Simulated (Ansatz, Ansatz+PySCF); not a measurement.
```xyz
17

C     0.0000    0.0000    0.0000
C     0.0000    0.8556    1.2684
C     0.0000    0.0000    2.5368
C     0.0000    0.8556    3.8053
C     0.0000    0.0000    5.0737
H     0.0000    0.6484   -0.8762
H     0.8898   -0.6294   -0.0144
H    -0.8898   -0.6294   -0.0144
H    -0.8818    1.4963    1.2684
H     0.8818    1.4963    1.2684
H     0.8818   -0.6407    2.5368
H    -0.8818   -0.6407    2.5368
H    -0.8818    1.4963    3.8053
H     0.8818    1.4963    3.8053
H     0.0000    0.6484    5.9499
H    -0.8898   -0.6294    5.0881
H     0.8898   -0.6294    5.0881
```

Basis set: def2-SVP (spherical functions). Correlated methods keep 5 orbitals frozen. Charge 0, multiplicity 1.

Computed with Ansatz (development build ahead of 0.2.0); each method stands on the lowest determinant of its kind that the runs found. Restricted open shells among the atoms or ions are ROHF, correlated in semicanonical orbitals with singles.

**Question.** Give the atomization energy at this shape (free ground-state atoms in the same class of orbitals less the molecule, no zero-point energy) of singlet C₅H₁₂ by RHF-MP2, RHF.

**Answer.**

```csv
method,atomization energy
RHF-MP2,66.91 eV
RHF,54.36 eV
```
